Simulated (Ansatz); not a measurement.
Coupled-cluster diagnostics for SbH2(OMe) (CH₅OSb), Ansatz.

Geometry of the singlet (PBE0-D4/def2-TZVP):

```xyz
8

Sb    0.899   -1.329   -0.585
H     0.851   -1.366   -2.293
H     2.238   -0.244   -0.616
O    -0.496    0.065   -0.519
C    -0.799    0.598    0.745
H    -1.029   -0.175    1.491
H    -1.683    1.233    0.637
H     0.018    1.219    1.140
```

In the def2 sets Sb takes a core potential; there is no spin–orbit coupling. Correlated methods freeze 6 core orbitals; core or outer-core shells of Sb are correlated, in sets that lack core-valence functions.

(1) Estimate the CCSD(T) correlation energy, the shares of MP2 and (T), T1 and the reference's ⟨S²⟩ for: charge 0, singlet, own geometry in def2-TZVPP; and the rough time on 4 threads of Arm Neoverse V1 on a shared host.

Answers

(1) 
```csv
state,basis,correlation (eV),MP2 share (%),(T) share (%),T1,⟨S²⟩ (pure),wall time
"charge 0, singlet, own geometry",def2-TZVPP,-22.206,94.7,3.2,0.014,0.00 (0.00),51 s
```
Customary marks for T1 are 0.02 (closed shells), 0.045 (open shells) and about 0.05 (3d metals). T1 stays under 0.02 throughout.
